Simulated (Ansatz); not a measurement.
`[CH3][In]([CH3])[F]` + `[CH3][Hf]([F])([F])[Cl]` → `[CH3][In]([F])[Cl]` + `[CH3][Hf]([CH3])([F])[F]`  (redistribution)

Gas-phase electronic energies from Ansatz, PBE0-D4/def2-TZVP geometries. CCSD(T)/CBS adds triple-zeta CCSD(T) − MP2 to the extrapolated MP2 energy (def2 sets, frozen cores). DFT in def2-TZVPP. HSE06 is defined as in plane-wave codes. def2 core potentials past Kr. For Hf, In outer-core shells are correlated without core-valence functions, which leaves a few kJ/mol of doubt a bond.

```json
{"level": "HSE06", "ΔE (kJ/mol)": "74.5"}
{"level": "CCSD/def2-TZVPP", "ΔE (kJ/mol)": "77.8"}
```

Question: What does CCSD(T)/CBS give? (Estimate.)

Answer: Computed: +76.5 kJ/mol. The listed levels differ from it by -2.0, 1.3 kJ/mol.

Question: What do rigid-rotor, harmonic-oscillator terms from PBE0-D4/def2-TZVP frequencies (298.15 K, 1 bar) make of the CCSD(T)/CBS value? (Estimate.)

Answer: Ansatz gave: ΔZPE = -4.2 kJ/mol, ΔH = +73.4 kJ/mol, ΔS = 16 J/(mol·K), ΔG = +68.6 kJ/mol. Modes under 50 cm⁻¹ make the entropy rough.

Largest T1 diagnostic among the species: 0.015.

In def2-TZVPP, CCSD(T) changes the Hartree–Fock value by +13.6 kJ/mol (the triples alone add +1.9 kJ/mol) and MP2 by +18.6 kJ/mol. Leaving LDA and LC-ωPBE aside and taking each functional with its dispersion term where it has one, the values, not all of them listed here, spread over 5.6 kJ/mol, from B97M-V to B2PLYP. LDA lies +6.0 kJ/mol from PBE without D4.
